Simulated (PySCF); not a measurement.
PySCF input file for F3GeHSe, SMILES [F][Ge]([F])([F])[SeH], TDA-PBE/def2-SVPD. Coordinates come from a B3LYP-D3(BJ)/def2-SVP optimisation. This is a generated structure with no PubChem entry under its InChIKey; it may be hypothetical. Other conformers were not sampled.

```python
import numpy as np
from pyscf import gto, scf, dft, tdscf

mol = gto.M(
    atom='''
    F     1.61914820   -1.26716122    0.00000001
    Ge    0.00382602   -0.67221452    0.00000000
    F    -0.78593451   -1.37667791   -1.36010756
    F    -0.78593454   -1.37667791    1.36010754
    Se    0.02657301    1.64795457    0.00000000
    H    -1.45142707    1.66506277   -0.00000002
    ''',
    basis='def2-SVPD',
    charge=0,
    spin=0,
    symmetry=True,
    max_memory=1600,
    verbose=4,
)
mf = dft.RKS(mol, xc='pbe').density_fit(auxbasis='def2-universal-jkfit')
mf.grids.level = 3
mf.conv_tol = 1e-9
mf.max_cycle = 100
mf.kernel()
mf.grids = dft.Grids(mol).set(level=1).build(with_non0tab=True)  # coarser grid for the response kernel
td = tdscf.TDA(mf)
td.singlet = True
td.nstates = 10
td.conv_tol = 1e-4
td.positive_eig_threshold = 1e-6
td.kernel(x0=td.get_init_guess(mf, 15))
td.analyze()
tt = tdscf.TDA(mf)
tt.singlet = False
tt.nstates = 4
tt.conv_tol = 1e-4
tt.positive_eig_threshold = 1e-6
tt.kernel(x0=tt.get_init_guess(mf, 9))
tt.analyze(verbose=3)
```

It prints:

```
PySCF version 2.14.0

[INPUT] verbose = 4
[INPUT] num. atoms = 6
[INPUT] num. electrons = 94
[INPUT] charge = 0
[INPUT] spin (= nelec alpha-beta = 2S) = 0
[INPUT] symmetry True subgroup None
[INPUT] Mole.unit = angstrom
[INPUT] Symbol           X                Y                Z      unit          X                Y                Z       unit  Magmom
[INPUT]  1 F      1.619148200000  -1.267161220000   0.000000010000 AA    3.059746653082  -2.394587661470   0.000000018897 Bohr   0.0
[INPUT]  2 Ge     0.003826020000  -0.672214520000   0.000000000000 AA    0.007230129947  -1.270301339756   0.000000000000 Bohr   0.0
[INPUT]  3 F     -0.785934510000  -1.376677910000  -1.360107560000 AA   -1.485200975744  -2.601544211639  -2.570230788350 Bohr   0.0
[INPUT]  4 F     -0.785934540000  -1.376677910000   1.360107540000 AA   -1.485201032436  -2.601544211639   2.570230750556 Bohr   0.0
[INPUT]  5 Se     0.026573010000   1.647954570000   0.000000000000 AA    0.050215711205   3.114182803025   0.000000000000 Bohr   0.0
[INPUT]  6 H     -1.451427070000   1.665062770000  -0.000000020000 AA   -2.742799652080   3.146512615510  -0.000000037795 Bohr   0.0

nuclear repulsion = 726.14347625609
point group symmetry = Cs
symmetry origin: [ 5.22690206e-09  3.01552057e-09 -2.21138169e-09]
symmetry axis x: [ 1.00000000e+00  1.16794279e-10 -1.43837285e-08]
symmetry axis y: [ 1.16794268e-10 -1.00000000e+00 -8.04708267e-10]
symmetry axis z: [-1.43837285e-08  8.04708440e-10 -1.00000000e+00]
num. orbitals of irrep A' = 99
num. orbitals of irrep A" = 57
number of shells = 60
number of NR pGTOs = 272
number of NR cGTOs = 156
basis = def2-SVPD
ecp = {}


[settings echo left out]
init E= -4775.94524427844
HOMO (A") = -0.273634622812534  LUMO (A') = -0.108785075220641  gap/eV = 4.48578
cycle= 1 E= -4776.92877751251  delta_E= -0.984  |g|= 1.09  |ddm|= 3.45
HOMO (A") = -0.240144036601759  LUMO (A') = -0.113135787103859  gap/eV = 3.45607
cycle= 2 E= -4776.06697863353  delta_E= 0.862  |g|= 2.55  |ddm|= 3.73
HOMO (A") = -0.246310514395979  LUMO (A') = -0.11450603553164  gap/eV = 3.58658
cycle= 3 E= -4777.10427498855  delta_E= -1.04  |g|= 0.233  |ddm|= 2.52
HOMO (A") = -0.269948009289229  LUMO (A') = -0.111967532799705  gap/eV = 4.29887
cycle= 4 E= -4777.11267185143  delta_E= -0.0084  |g|= 0.106  |ddm|= 0.448
HOMO (A") = -0.264586080201673  LUMO (A') = -0.114306846193574  gap/eV = 4.08931
cycle= 5 E= -4777.11481531226  delta_E= -0.00214  |g|= 0.0328  |ddm|= 0.165
HOMO (A") = -0.265547591072123  LUMO (A') = -0.113728748829369  gap/eV = 4.13120
cycle= 6 E= -4777.11501122253  delta_E= -0.000196  |g|= 0.00795  |ddm|= 0.0483
HOMO (A") = -0.264912268425482  LUMO (A') = -0.113634865641413  gap/eV = 4.11647
cycle= 7 E= -4777.11502792058  delta_E= -1.67e-05  |g|= 0.00304  |ddm|= 0.0105
HOMO (A") = -0.264692333788488  LUMO (A') = -0.113594487713031  gap/eV = 4.11158
cycle= 8 E= -4777.11502969039  delta_E= -1.77e-06  |g|= 0.000785  |ddm|= 0.00364
HOMO (A") = -0.264716970128465  LUMO (A') = -0.113600044024777  gap/eV = 4.11210
cycle= 9 E= -4777.11502983105  delta_E= -1.41e-07  |g|= 7.4e-05  |ddm|= 0.000971
HOMO (A") = -0.264724701687944  LUMO (A') = -0.113608348838656  gap/eV = 4.11209
cycle= 10 E= -4777.11502983212  delta_E= -1.07e-09  |g|= 5.03e-05  |ddm|= 0.000177
HOMO (A") = -0.264724647075512  LUMO (A') = -0.113607007456077  gap/eV = 4.11212
cycle= 11 E= -4777.11502983298  delta_E= -8.6e-10  |g|= 7.79e-06  |ddm|= 7.7e-05
HOMO (A") = -0.264725370852071  LUMO (A') = -0.113606923271965  gap/eV = 4.11214
Extra cycle  E= -4777.11502983298  delta_E= 1.82e-12  |g|= 1.18e-05  |ddm|= 2.36e-05
converged SCF energy = -4777.11502983298
tot grids = 33120
Overwritten attributes  positive_eig_threshold  of <class 'pyscf.tdscf.rks.TDA'>


******** <class 'pyscf.tdscf.rks.TDA'> for <class 'pyscf.df.df_jk.DFSymAdaptedRKS'> ********
nstates = 10 singlet
deg_eia_thresh = 1.000e-03
wfnsym = None
conv_tol = 0.0001
eigh lindep = 1e-12
eigh level_shift = 0
eigh max_cycle = 100


Excitation energies (eV)
[4.34279143 5.55048466 6.60548093 6.71659272 6.92750163 7.17042001
 7.17326442 7.24531827 7.52890586 7.59267472]

** Singlet excitation energies and oscillator strengths **
Excited State   1:   A"      4.34279 eV    285.49 nm  f=0.0103
      47 -> 48        0.70542
Excited State   2:   A"      5.55048 eV    223.38 nm  f=0.0117
      47 -> 49        0.70396
Excited State   3:   A"      6.60548 eV    187.70 nm  f=0.0040
      47 -> 50       -0.70649
Excited State   4:   A'      6.71659 eV    184.59 nm  f=0.0600
      46 -> 48       -0.52217
      47 -> 51       -0.46537
Excited State   5:   A"      6.92750 eV    178.97 nm  f=0.0004
      45 -> 48        0.70433
Excited State   6:   A"      7.17042 eV    172.91 nm  f=0.0033
      44 -> 48       -0.69045
      47 -> 52        0.11271
Excited State   7:   A'      7.17326 eV    172.84 nm  f=0.0021
      43 -> 48       -0.69553
Excited State   8:   A"      7.24532 eV    171.12 nm  f=0.0129
      44 -> 48       -0.10964
      47 -> 52       -0.69540
Excited State   9:   A'      7.52891 eV    164.68 nm  f=0.1174
      42 -> 48        0.28169
      46 -> 48       -0.15802
      46 -> 49       -0.58038
      47 -> 51        0.19454
Excited State  10:   A'      7.59267 eV    163.29 nm  f=0.0362
      40 -> 48       -0.16180
      42 -> 48       -0.62068
      46 -> 49       -0.22088
      47 -> 51        0.11691

** Transition electric dipole moments (AU) **
state          X           Y           Z        Dip. S.      Osc.
  1        -0.0000      0.0000      0.3117      0.0971      0.0103
  2         0.0000     -0.0000      0.2939      0.0864      0.0117
  3        -0.0000      0.0000      0.1570      0.0247      0.0040
  4        -0.0727     -0.5997     -0.0000      0.3649      0.0600
  5        -0.0000     -0.0000      0.0494      0.0024      0.0004
  6         0.0000      0.0000     -0.1371      0.0188      0.0033
  7         0.1057      0.0255      0.0000      0.0118      0.0021
  8         0.0000     -0.0000     -0.2693      0.0725      0.0129
  9        -0.1779     -0.7778     -0.0000      0.6366      0.1174
 10         0.1895     -0.3981      0.0000      0.1944      0.0362

** Transition velocity dipole moments (imaginary part, AU) **
state          X           Y           Z        Dip. S.      Osc.
  1        -0.0000     -0.0000      0.0420      0.0018      0.0074
  2         0.0000      0.0000      0.0832      0.0069      0.0226
  3        -0.0000     -0.0000      0.0379      0.0014      0.0039
  4        -0.0082     -0.0806      0.0000      0.0066      0.0177
  5         0.0000      0.0000      0.0083      0.0001      0.0002
  6        -0.0000      0.0000     -0.0252      0.0006      0.0016
  7         0.0076      0.0120     -0.0000      0.0002      0.0005
  8         0.0000     -0.0000     -0.0763      0.0058      0.0146
  9        -0.0429     -0.1734     -0.0000      0.0319      0.0769
 10         0.0309     -0.0819     -0.0000      0.0077      0.0183

** Transition magnetic dipole moments (imaginary part, AU) **
state          X           Y           Z
  1         0.1154      0.1055     -0.0000
  2        -0.4383     -0.3974      0.0000
  3        -0.1035     -0.0647     -0.0000
  4         0.0000      0.0000     -0.0217
  5         0.0118     -0.1522      0.0000
  6        -0.1232     -0.0191     -0.0000
  7         0.0000      0.0000     -0.0075
  8         0.0704     -0.0498      0.0000
  9        -0.0000     -0.0000     -0.0235
 10         0.0000     -0.0000     -0.1703


******** <class 'pyscf.tdscf.rks.TDA'> for <class 'pyscf.df.df_jk.DFSymAdaptedRKS'> ********
nstates = 4 triplet
deg_eia_thresh = 1.000e-03
wfnsym = None
conv_tol = 0.0001
eigh lindep = 1e-12
eigh level_shift = 0
eigh max_cycle = 100


Excitation energies (eV)
[3.87312961 5.079517   5.72429606 6.45324824]

** Triplet excitation energies and oscillator strengths **
Excited State   1:   A"      3.87313 eV    320.11 nm  f=0.0000
Excited State   2:   A"      5.07952 eV    244.09 nm  f=0.0000
Excited State   3:   A'      5.72430 eV    216.59 nm  f=0.0000
Excited State   4:   A"      6.45325 eV    192.13 nm  f=0.0000
```

Self-consistency was reached.
